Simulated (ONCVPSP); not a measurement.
**Te, ONCV: configuration errors across variants**

| Property | Result |
| --- | --- |
| Element | tellurium (Te) |
| Generator | ONCVPSP 4.0.1 |
| Type | optimised norm-conserving Vanderbilt (ONCV) |
| Functional | PBE |
| Relativity | scalar-relativistic |
| Frozen core | [Kr] |
| Valence charge | 16 |
| Reference configuration | 4d10 5s2 5p3 (charge +1) |
| Partial waves | 5s: rc 1.65 bohr, ncon 3, nbas 7, qcut 3.7 1/bohr, 2 projectors, debl 2.7 Ha; 5p: rc 1.90 bohr, ncon 5, nbas 8, qcut 3.7 1/bohr, 1 projector; 4d: rc 1.05 bohr, ncon 3, nbas 7, qcut 10.3 1/bohr, 2 projectors, debl 1 Ha |
| Local potential | polynomial inside 1.00 bohr (lpopt 1, dvloc0 0 Ha) |
| Core correction | Teter function fitted to the true core (icmod 2), fcfact 0.7 |

In the d channel the program set the typed energies aside and used -1.862, 0.250 Ha.

All-electron excitation energies from the reference (eV): (1) 4d10 5s2 5p4 -9.729; (2) 4d10 5s2 5p2 17.925; (3) 4d10 5s2 5p1 44.823; (4) 4d10 5s0 5p6 8.973.

A true bound ghost makes a file unfit for plane-wave use even where its test errors are small: the radial tests pick states by their node count and pass the ghost by.

Errors AE − PS in meV (a dash: test not solved or not reliable):

| change | (1) | (2) | (3) | (4) | bound ghosts | GHOST(+) flags above zero |
| --- | --- | --- | --- | --- | --- | --- |
| base | +2.1 | -4.7 | -8.4 | -6.9 | s, p | none |
| s: debl 1.05 | +2.1 | -4.7 | -8.7 | -6.9 | s, p | none |
| s: debl 1.8 | +2.1 | -4.7 | -8.6 | -6.9 | s, p | none |
| s: debl 2.25 | +2.1 | -4.7 | -8.5 | -6.9 | s, p | none |
| s: debl 4.85 | +2.1 | -4.7 | -8.5 | -7.0 | s, p | none |

Q: Give the same row for: s: debl 3.45.

A: +2.1, -4.6, -8.4, -7.0; bound ghosts: s, p; GHOST(+) flags above zero: none.
